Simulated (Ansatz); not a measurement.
`[Cl][InH][SeH]` + H₂O → `[OH][InH][Cl]` + H₂Se at 600 K and 1 bar (formal hydrolysis of the In–Se bond).

Calculated with Ansatz (gas phase, PBE0-D4/def2-TZVP geometries, no zero-point term in ΔE). CCSD(T)/CBS adds triple-zeta CCSD(T) − MP2 to the extrapolated MP2 energy (def2 sets, frozen cores). This one scheme is used for every species. def2 core potentials past Kr. For In, Se outer-core shells are correlated without core-valence functions, which leaves a few kJ/mol of doubt a bond. Scalar relativity is left out up to krypton. One conformer a species, not always the lowest.

```csv
species,CCSD(T)/CBS energy (Eh),H − E (kJ/mol),S (J/(mol·K))
`[Cl][InH][SeH]`,-3051.57859,83.3,401.1
H₂O,-76.37941,76.8,212.8
`[OH][InH][Cl]`,-726.02900,93.8,370.4
H₂Se,-2401.89790,57.0,244.8
```

H − E and S are ideal-gas, rigid-rotor, harmonic terms from PBE0-D4/def2-TZVP, for one conformer and one mirror image of each species. 1 Eh = 2625.50 kJ/mol, R = 8.31446 J/(mol·K).

Q: By hand: ΔE, ΔH, ΔS and ΔG.

A: ΔE = (-726.02900) + (-2401.89790) − (-3051.57859) − (-76.37941) = 0.03110 Eh = 81.7 kJ/mol. Δ(H − E) = 93.8 + 57.0 − 83.3 − 76.8 = -9.3, so ΔH = 72.4 kJ/mol. ΔS = 370.4 + 244.8 − 401.1 − 212.8 = 1.3 J/(mol·K). ΔG = 72.4 − 600 × (1.3)/1000 = 71.6 kJ/mol.

Q: By hand: the equilibrium constant, and the temperature at which ΔG would vanish if ΔH and ΔS stayed fixed.

A: log₁₀ K = −ΔG/(RT ln 10) = -6.2. ΔG = 0 at ΔH/ΔS = 55692 K, far beyond where these terms or the molecules hold.

The number of gas molecules stays the same, so ΔS is small and ΔH decides. A doubt of 5 kJ/mol in ΔE shifts log₁₀ K by 0.4 here. Other conformers and mirror images would add mixing entropy, several J/(mol·K) or more a flexible species. These are equilibria of isolated gas molecules and say nothing of rates. Largest T1 diagnostic: 0.015 (customary marks: 0.02 for closed shells, 0.045 for open ones).
